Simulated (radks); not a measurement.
The numbers below are computed, except where a source is named.
He I, 2 electrons, occupied as [He] (the NIST ground configuration). Level of theory: non-relativistic Kohn-Sham, r2SCAN, spin-unpolarised, spherical densities, point nucleus; meta-GGA in the generalised Kohn-Sham scheme (a radial shooting solver on a logarithmic mesh with Libxc functionals).

X-ray form factor f0, the Fourier transform of the density (f0(0) = 2):

sin(theta)/lambda (1/angstrom),f0 (electrons)
0.05,1.956
0.1,1.833
0.15,1.656
0.2,1.452
0.25,1.246
0.3,1.054
0.4,0.736
0.5,0.510
0.6,0.356
0.8,0.180
1,0.098
1.25,0.049
1.5,0.027
2,0.010
